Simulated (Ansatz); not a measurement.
C$_{2}$H$_{3}$AlO at its PBE0-D4/def2-TZVP geometry, where that method's forces vanish. The species carries charge 0 and has multiplicity 1.

```xyz
7

C    -0.1696   -0.2771   -0.8890
C     0.5722   -0.7654    0.1289
Al   -0.1277    0.7704    0.9826
O    -0.8567    0.8847   -0.6335
H    -0.3018   -0.6789   -1.8946
H     1.1646   -1.6644    0.0829
H    -0.2811    1.7306    2.2227
```

Q: What forces (eV/Å) does r2SCAN-D4/def2-TZVPP give on these atoms in Ansatz? (An estimate is asked.)

A: The calculation gave: 
```
C1   0.045 -0.150 -0.134
C2   0.184 -0.135  0.226
Al3  0.036 -0.021  0.056
O4  -0.227  0.293 -0.075
H5  -0.018  0.014 -0.023
H6  -0.015  0.004 -0.031
H7  -0.005 -0.004 -0.019
```
